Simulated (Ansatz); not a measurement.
`F[Si]O[SiH3]` + NH₃ → `N[Si]F` + `O[SiH3]` at 700 K and 1 bar (ligand exchange at the Si–O bond).

Computed with Ansatz on PBE0-D4/def2-TZVP structures; ΔE is electronic, products minus reactants. CCSD(T)/CBS is the MP2 limit (def2-TZVPP, def2-QZVPP) plus CCSD(T) − MP2 in def2-TZVPP, frozen cores. This one scheme is used for every species. One conformer a species, not always the lowest.

```
       species  CCSD(T)/CBS energy (Eh)  H − E (kJ/mol)  S (J/(mol·K))
`F[Si]O[SiH3]`               -755.04483           146.2          431.2
           NH₃                -56.50880           116.9          226.5
      `N[Si]F`               -444.84306           116.9          330.3
     `O[SiH3]`               -366.69042           144.6          321.6
```

H − E and S are ideal-gas, rigid-rotor, harmonic terms from PBE0-D4/def2-TZVP, for one conformer and one mirror image of each species. 1 Eh = 2625.50 kJ/mol, R = 8.31446 J/(mol·K).

By hand: ΔE, ΔH, ΔS and ΔG.

ΔE = (-444.84306) + (-366.69042) − (-755.04483) − (-56.50880) = 0.02015 Eh = 52.9 kJ/mol. Δ(H − E) = 116.9 + 144.6 − 146.2 − 116.9 = -1.6, so ΔH = 51.3 kJ/mol. ΔS = 330.3 + 321.6 − 431.2 − 226.5 = -5.8 J/(mol·K). ΔG = 51.3 − 700 × (-5.8)/1000 = 55.4 kJ/mol.

By hand: the equilibrium constant, and the temperature at which ΔG would vanish if ΔH and ΔS stayed fixed.

log₁₀ K = −ΔG/(RT ln 10) = -4.1. ΔH and −TΔS have one sign here, so there is no such temperature. One of them is within its doubt of zero, so this could turn.

The number of gas molecules stays the same, so ΔS is small and ΔH decides. A doubt of 5 kJ/mol in ΔE shifts log₁₀ K by 0.4 here. Other conformers and mirror images would add mixing entropy, several J/(mol·K) or more a flexible species. Modes under 60 cm⁻¹, often nearly free rotors, make the harmonic entropy too high. These are equilibria of isolated gas molecules and say nothing of rates. Largest T1 diagnostic: 0.014 (customary marks: 0.02 for closed shells, 0.045 for open ones).
